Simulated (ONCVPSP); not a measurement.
Pseudopotential generation for Sc: ONCV, PBE, fully relativistic.

```json
{"Element": "Sc", "Generator": "ONCVPSP 4.0.1", "Type": "optimised norm-conserving Vanderbilt (ONCV)", "Functional": "PBE", "Relativity": "fully relativistic", "Frozen core": "[Ne]", "Valence charge": "11", "Reference configuration": "3s2 3p6 3d1 4s2", "Partial waves": "3s+4s: rc 1.70 bohr, ncon 4, nbas 7, qcut 7.6 1/bohr, 2 projectors; 3p: rc 2.58 bohr, ncon 5, nbas 9, qcut 7.4 1/bohr, 2 projectors, debl 1.9 Ha; 3d: rc 1.95 bohr, ncon 3, nbas 6, qcut 6.6 1/bohr, 2 projectors, debl 1.3 Ha", "Local potential": "polynomial inside 1.15 bohr (lpopt 3, dvloc0 -1 Ha)", "Core correction": "Teter function, fcfact 3.25, rcfact 1.25"}
```

Open shells are filled in proportion to 2j + 1.

- Cutoffs needed: 18 Ha and 22 Ha (the cutoffs (Ha) at which the residual kinetic energy of the hardest occupied pseudo-wave falls to 1 and 0.1 mHa per electron)
- Ghost test: no bound ghost flagged; no localised positive-energy state flagged
- Configuration tests: 1 of 4 tests not solved or not reliable
- rms error of d²Exc/dni dnj: 6.51 mHa without and 5.41 mHa with the model core
